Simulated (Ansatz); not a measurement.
`C[CH]([GeH3])Br` and `CC(Cl)Br` differ in one atom or group.

Ansatz, PBE0-D4/def2-TZVP geometries, multiplicity 1. 

Scalar relativity is left out up to krypton. Spin–orbit coupling is left out; it splits and shifts lone-pair levels of the heavy atoms by tenths of an eV.

| property | `C[CH]([GeH3])Br` |
| --- | --- |
| LUMO energy (PBE/def2-TZVPP) / eV | -1.22 |
| LUMO energy (PBE0/def2-TZVPP) / eV | -0.23 |
| LUMO energy (ωB97M-V/def2-TZVPP) / eV | 1.71 |
| LUMO energy (B3LYP/def2-TZVPP) / eV | -0.49 |
| size of the dipole moment (PBE/def2-TZVPP) / D | 1.78 |
| HOMO–LUMO gap (PBE0/def2-TZVPP) / eV | 7.37 |

Task: What does the change do to each property? (An estimate is asked.)

Result: Ansatz gave: 
```csv
property,`CC(Cl)Br`,shift
LUMO energy (PBE/def2-TZVPP) / eV,-1.57,-0.35
LUMO energy (PBE0/def2-TZVPP) / eV,-0.55,-0.32
LUMO energy (ωB97M-V/def2-TZVPP) / eV,1.56,-0.15
LUMO energy (B3LYP/def2-TZVPP) / eV,-0.82,-0.33
size of the dipole moment (PBE/def2-TZVPP) / D,1.96,0.18
HOMO–LUMO gap (PBE0/def2-TZVPP) / eV,7.61,0.24
```

With PBE0 the HOMO falls by 0.56 eV and the LUMO falls by 0.32 eV, so the gap widens by about 0.24 eV. PBE moves the HOMO by -0.47 eV and ωB97M-V by -0.60 eV. Dipoles are sizes alone; their direction can turn.

B3LYP here is the variant with VWN-RPA as its local correlation; programs differ in this.
